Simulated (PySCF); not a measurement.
**How the method changes the constants of SrP**

State: ⁴Σ⁻ (quartet), unpaired electrons σ ↑, π ↑↑. Set-up: PySCF, scalar-relativistic core potentials, basis sets Sr def2-SVPD with ECP28, P def2-SVPD. De refers to Sr + P in their high-spin ground configurations, without counterpoise correction. The functionals are run spin-unrestricted. A positive dipole means Sr(−)P(+).

```csv
Level,Re (Å),ωe (cm⁻¹),De (eV),μ (D)
UHF,3.012,228,0.64,-4.84
UHF-MP2,2.965,228,0.75,n/a
UHF-SCS-MP2,2.977,224,0.70,n/a
UHF-CCSD,2.981,221,0.70,n/a
UHF-CCSD(T),2.987,216,0.76,n/a
PBE,2.942,220,1.40,-3.98
PBEsol,2.913,228,1.51,-3.98
BLYP,2.977,209,1.26,-3.99
r²SCAN,2.941,228,1.46,-4.49
PBE0,2.934,229,1.32,-4.36
B97-3,2.984,214,1.23,-3.90
HSE06,2.935,228,1.32,-4.41
```

Question: Which functional lies closest to UHF-CCSD(T) in De, which farthest, and by how much do they differ from it?

Answer: Closest is B97-3 (-0.3 pm in Re, -0.9 % in ωe, +0.47 eV in De against UHF-CCSD(T) in the same basis), farthest PBEsol (-7.4 pm in Re, +5.6 % in ωe, +0.75 eV in De). CCSD(T) converges more slowly with the basis than the functionals do and binds too weakly in this one, so the order can change at the basis-set limit.

Question: What does second-order correlation do here, going from UHF to UHF-MP2?

Answer: UHF-MP2 less UHF: -4.7 pm in Re, +0.0 % in ωe, +0.11 eV in De. Correlation nearly always deepens the well. The bond shortens, as in weak, metallic or heavy-atom bonds, where dispersion and the correlation of outer-core electrons pull the atoms together.

Question: What does the triples do here, going from UHF-CCSD to UHF-CCSD(T)?

Answer: UHF-CCSD(T) less UHF-CCSD: +0.6 pm in Re, -2.3 % in ωe, +0.06 eV in De. Correlation nearly always deepens the well. The bond lengthens, as in strong covalent bonds, where excitations into antibonding orbitals dominate.

Correlated steps freeze 5 core orbitals. Correlated levels converge slowly with the basis: in double zeta they bind strong bonds too weakly, by up to about 1 eV, and carry superposition errors of some tenths. Spin–orbit coupling is left out. The state is the lowest determinant that a PBE0 search found; another state may lie lower at other levels.
